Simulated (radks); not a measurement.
All-electron atom: the lanthanum ion La9+ in [Ar] 3d10 4s2 4p5 4d10 5s2 5p1 (not the ground configuration).

Calculated with a radial shooting solver on a logarithmic mesh with Libxc functionals: scalar-relativistic Kohn-Sham, PBEsol, spin-polarised, spherical densities, finite nucleus; open shells are filled with parallel spins first (spin-orbit coupling, left out, can overturn this in heavy ions); Fermi nuclear charge, rms radius 4.855 fm.

Energy parts (Ry):
total: -16925.1562
kinetic: 17902.9659
electron-nucleus: -40487.1266
Hartree: 6048.9572
exchange-correlation: -389.9528

Orbitals (lengths in bohr, moments of r in powers of bohr; r(max) is where P^2 peaks; r(90%) holds 90 % of the orbital's charge):
orbital  occ.  eigenvalue (Ry)   r(max)  r(90%)      <r>
1s up       1        -2857.314  0.01608  0.0452  0.02508
1s down     1        -2857.274  0.01608  0.0452  0.02508
2s up       1        -463.6081  0.09097   0.166   0.1075
2s down     1        -463.5844  0.09097   0.166   0.1075
2p up       3        -416.7180  0.07312   0.153  0.09425
2p down     3        -416.6820  0.07313   0.153  0.09425
3s up       1        -107.1496   0.2604   0.418   0.2851
3s down     1        -107.1142   0.2604   0.418   0.2851
3p up       3        -92.16821   0.2548   0.424   0.2830
3p down     3        -92.12834   0.2548   0.424   0.2830
3d up       5        -70.62577   0.2099   0.406   0.2597
3d down     5        -70.58673   0.2099   0.406   0.2596
4s up       1        -29.36191   0.6053   0.928   0.6477
4s down     1        -29.24085   0.6054   0.929   0.6479
4p up       3        -24.42460   0.6309   0.990   0.6829
4p down     2        -24.30606   0.6311   0.990   0.6832
4d up       5        -17.24766   0.6622    1.11   0.7427
4d down     5        -17.13383   0.6626    1.11   0.7428
5s up       1        -11.09078    1.311    1.92    1.372
5s down     1        -10.95431    1.308    1.93    1.372
5p up       1         -9.52889    1.419    2.09    1.488
5p down     0         -9.39069    1.418    2.10    1.490

The highest occupied level is 5p up at -129.65 eV. The density falls to 0.001 e/bohr^3 at r = 2.68 bohr.
